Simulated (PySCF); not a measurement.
Structure problem from calculated spectra and properties.

Formula: C3H8ClFSi.

| Quantity | Value |
| --- | --- |
| 1H NMR | chemical shifts (computed TMS as zero) by class: 5.20 (1 H), 4.96 (1 H), 4.78 (1 H), 2.30 (1 H), 1.89 (1 H), 1.02 (3 H) ppm [GIAO PBE0/pcSseg-1] |
| Triplet | lowest triplet excitation (Tamm–Dancoff): 6.43 eV [TDA PBE0/def2-SVPD] |
| Rotational structure | rotational constants A, B, C: 2.882, 1.486, 1.087 GHz [GFN2-xTB] |
| UV, strongest line | among the 8 lowest singlet transitions: S6 at 8.31 eV (149 nm, f = 0.087) [TDDFT PBE0/def2-SVPD] |
| Polarisability | 76.1 au [PBE0/def2-SVPD] |
| 13C NMR | chemical shifts (computed TMS as zero) by class: 95.4 (1 C), 32.0 (1 C), 10.6 (1 C) ppm [GIAO PBE0/pcSseg-1] |

Gas-phase values; electronic properties from PySCF, density fitting. Levels stand in brackets. One conformer (not necessarily the lowest) at the GFN2-xTB geometry, without solvent, vibrations or thermal averaging. NMR classes are plain means over equivalent atoms (diastereotopic ones count apart unless rotation or inversion swaps them), as if these changed places fast.

Question: Give a SMILES that accounts for the data.

Answer: Numbering: `[CH3:1][CH2:2][C@H:3]([F:4])[SiH2:5][Cl:6]`. Its formula, C3H8ClFSi, gives 0 degrees of unsaturation, so no ring and no π bond. 3 carbons fall into 3 classes; from least to most shielded: sp3 C–F carbon [C3] (95.4 ppm), chain CH2 carbon [C2] (32.0 ppm), methyl carbon [C1] (10.6 ppm). Hydrogen classes from least to most shielded: 1 H on a chlorine-bound silicon, Si5 (5.20 ppm), 1 H on a chlorine-bound silicon, Si5 (4.96 ppm), 1 H on an sp3 C–F carbon, C3 (4.78 ppm), 1 H on a chain CH2 carbon, C2 (2.30 ppm), 1 H on a chain CH2 carbon, C2 (1.89 ppm), 3 H on a methyl carbon, C1 (1.02 ppm). The optimised geometry has point group C1 and is an asymmetric top. Structure: `CC[C@H](F)[SiH2]Cl`. Computed isomers that give other values at the same levels: `F[C@@H](C[SiH3])CCl` (13C chemical shifts (computed TMS as zero) by class: 96.0 (1 C), 53.8 (1 C), 16.4 (1 C) ppm); `CC[Si@H](F)CCl` (13C chemical shifts (computed TMS as zero) by class: 28.9 (1 C), 8.4 (1 C), 7.2 (1 C) ppm); `C[C@@H](Cl)C[SiH2]F` (13C chemical shifts (computed TMS as zero) by class: 60.8 (1 C), 31.9 (1 C), 30.9 (1 C) ppm). The assignments are read from this structure; whether some other isomer fits the data as well wasn't checked. The mirror image fits equally.

The values belong to the conformer `[CH3:1][CH2:2][C@H:3]([F:4])[SiH2:5][Cl:6]`: C1–C2–C3–F4 -175°, C2–C3–Si5–Cl6 -91°.
